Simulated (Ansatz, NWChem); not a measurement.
## Heat of formation of SiBrCl3 (bromotrichlorosilane) from total energies

The species is SiBrCl3 (5 atoms), meant as a singlet with charge 0. SMILES: `Cl[Si](Cl)(Cl)Br`. The shape is that of a PBE0-D4/def2-TZVP optimisation.

```xyz
5

Cl   -0.8529   -0.2177    1.8216
Si    0.0034   -0.0426   -0.0032
Cl    1.6905   -1.1582   -0.0592
Cl   -1.2857   -0.7097   -1.4128
Br    0.4944    2.0544   -0.3879
```

Total energies at HF/3-21G (NWChem 7.3.0); the atoms run unrestricted:

| species | state | energy (Eh) |
| --- | --- | --- |
| SiBrCl3 | singlet | -4219.472098 |
| Cl | doublet | -457.276552 |
| Si | triplet | -287.344431 |
| Br | doublet | -2560.035232 |

Harmonic wavenumbers at PBE0-D4/def2-TZVP, in cm⁻¹: 127, 127, 186, 202, 202, 368, 555, 619, 619.

Measured heats of formation of the gaseous atoms at 298.15 K, in kJ/mol: Cl 121.3, Si 450.0, Br 111.9. Spin-orbit lowering of the atoms at 298 K (mean of the ground term's levels less their thermal mean, from spectra), in kJ/mol: Cl 3.44, Si 0.44, Br 14.69. Take 1 Eh = 2625.50 kJ/mol, 1 cm⁻¹ = 0.0119627 kJ/mol, RT = 2.479 kJ/mol.

Task: Work out the heat of formation of the gas at 298 K.

Result: 
1. Electronic atomisation energy: 3 × (-457.276552) + (-287.344431) + (-2560.035232) − (-4219.472098) = 0.262779 Eh = 689.9 kJ/mol.
2. Zero-point energy: half the sum of the wavenumbers, 1502.5 cm⁻¹ = 18.0 kJ/mol.
3. Thermal vibrational enthalpy, Σ hcν̃/(exp(hcν̃/kT) − 1): 10.2 kJ/mol. Translation, rotation and pV of a non-linear molecule: 4 RT = 9.9 kJ/mol.
4. The 5 free atoms carry 5/2 RT each: 31.0 kJ/mol.
5. Spin-orbit coupling lowers the free atoms by 3 × 3.44 + 0.44 + 14.69 = 25.4 kJ/mol.
6. Atomisation enthalpy at 298 K: 689.9 − 25.4 − 18.0 − 10.2 − 9.9 + 31.0 = 657.4 kJ/mol.
7. Sum of the atoms' heats of formation: 925.8 kJ/mol. Heat of formation: 925.8 − 657.4 = +268.4 kJ/mol.

No measured value is set beside it here. Hartree–Fock leaves out correlation, which is larger in the molecule than in the atoms, so it underbinds and puts the heat of formation too high. Relativity is left out. Anharmonicity and any spin-orbit splitting of the molecule are left out.
